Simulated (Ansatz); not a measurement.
Cost and result for the atomization energy of AlH₅SeSi, SMILES `[AlH2][Se][SiH3]` (8 atoms, 7 bonds).

Charge 0, multiplicity 1. Correlated methods include outer-core shells of Se, which these sets cover unevenly. Scalar relativity is left out up to krypton. Geometry: relaxed with PBE0-D4/def2-TZVP. Program: Ansatz. All runs use 2 threads of an Arm Neoverse V1 on a shared host. Times are those of one run each, without the atoms' runs, and a repeat can differ threefold. Electronic energies, without spin–orbit coupling; frozen cores. CCSD(T)/CBS adds CCSD(T) − MP2 in def2-TZVPP to the MP2 limit, and its time is that of the two runs behind it. T1 = 0.010. With those shells the extrapolation isn't a true limit. HSE06 is the plane-wave form, built on full-range PBE exchange.

CCSD(T)/CBS is a level of theory with its own doubt, some kJ/mol a heavy atom from the limit and from the frozen cores, so smaller differences don't rank the functionals.

```csv
level,functions,wall time
BLYP-D4/def2-TZVPP,202,2.8 s
PBE-D4/def2-TZVPP (with forces),202,3.4 s
CCSD(T)/def2-SVP,93,4 s
PBE0-D4/def2-TZVPP,202,4.4 s
BHLYP-D4/def2-TZVPP,202,4.4 s
HSE06-D4/def2-TZVPP,202,5 s
r2SCAN-D4/def2-TZVPP (with forces),202,7 s
B2PLYP/def2-TZVPP,202,7 s
B97M-V/def2-TZVPP,202,14 s
ωB97M-V/def2-TZVPP (with forces),202,18 s
MP2/def2-QZVPP,379,25 s
CCSD(T)/def2-TZVPP,202,86 s
CCSD(T)/CBS(def2),–,110 s
```

(1) What atomization energy does each give, and how far from CCSD(T)/CBS? (An estimate is asked.)

## Answers

(1) Computed: 
```tsv
level	atomization (kcal/mol)	difference from CCSD(T)/CBS	per bond
BLYP-D4/def2-TZVPP	510.8	-14.1	-2.0
PBE-D4/def2-TZVPP (with forces)	511.7	-13.2	-1.9
CCSD(T)/def2-SVP	485.3	-39.6	-5.7
PBE0-D4/def2-TZVPP	512.1	-12.8	-1.8
BHLYP-D4/def2-TZVPP	515.0	-9.9	-1.4
HSE06-D4/def2-TZVPP	512.1	-12.8	-1.8
r2SCAN-D4/def2-TZVPP (with forces)	522.2	-2.7	-0.4
B2PLYP/def2-TZVPP	511.4	-13.5	-1.9
B97M-V/def2-TZVPP	527.2	2.3	0.3
ωB97M-V/def2-TZVPP (with forces)	519.7	-5.2	-0.7
MP2/def2-QZVPP	515.5	-9.4	-1.3
CCSD(T)/def2-TZVPP	509.3	-15.6	-2.2
CCSD(T)/CBS(def2)	524.9	0.0	0.0
```

From BLYP to BHLYP (50 % exact exchange), in def2-TZVPP and without D4, the atomization energy moves by +7.0 kcal/mol. The D4 term adds +7.2 kcal/mol with B3LYP and +3.8 kcal/mol with PBE0; it sums over pairs of atoms, weighted by their polarisabilities, and B3LYP, whose exchange is more repulsive, gets the larger term. In def2-TZVPP, CCSD(T) changes the Hartree–Fock value by +113.8 kcal/mol (the triples alone add +5.3 kcal/mol) and MP2 by +110.9 kcal/mol; breaking electron pairs costs correlation energy, which Hartree–Fock lacks.

B3LYP here is the variant with VWN-RPA as its local correlation; programs differ in this.
